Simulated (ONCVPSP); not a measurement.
Plane-wave convergence, ONCV potential for Mo

ONCVPSP 4.0.1 input, shortened (lines: element, Z, core and valence counts, functional; n l f; lmax; l rc ep ncon nbas qcut; lloc lpopt rc5 dvloc0; l nproj debl; icmod fcfact rcfact), BLYP, scalar-relativistic:

```
  Mo 42.00    7    3  -106131      upf
    1    0    2.00
    2    0    2.00
    2    1    6.00
    3    0    2.00
    3    1    6.00
    3    2   10.00
    4    0    2.00
    4    1    6.00
    4    2    5.00
    5    0    1.00
    2
    0    2.90    0.00    4    9    1.80
    1    1.95    0.00    3    7    7.30
    2    1.55    0.00    4    7    5.40
    4    3    1.35    0.00
    0    1    1.10
    1    2    1.20
    2    2    2.30
    2    0.45    0.85
```

In the p channel the program set the typed energies aside and used -1.409, 0.250 Ha.

For each optimised wave give the share of its norm inside rc, the residual kinetic energy above qcut (Ha) and the cutoffs (Ha) for errors of 10, 1, 0.1 and 0.01 mHa per electron.

| wave | norm inside rc | residual KE | 10 mHa | 1 mHa | 0.1 mHa | 0.01 mHa |
| --- | --- | --- | --- | --- | --- | --- |
| 5s | 0.340 | 5.2e-03 | 1.2 | 5.9 | 25.3 | 30.2 |
| 4p | 0.929 | 4.7e-08 | 9.8 | 12.7 | 15.3 | 17.1 |
| p projector 2 | 0.107 | 8.8e-08 | 8.3 | 11.1 | 13.4 | 16.2 |
| 4d | 0.386 | 7.2e-03 | 13.8 | 32.6 | 66.7 | 76.7 |
| d projector 2 | 0.095 | 1.3e-02 | 15.1 | 20.2 | 38.6 | 67.4 |

The occupied waves need 33 Ha and 67 Ha for 1 and 0.1 mHa. Note: ghosts flagged at negative energy: s at -76.4 eV; GHOST(+) flags only above 600 eV. A true bound ghost makes a file unfit for plane-wave use.
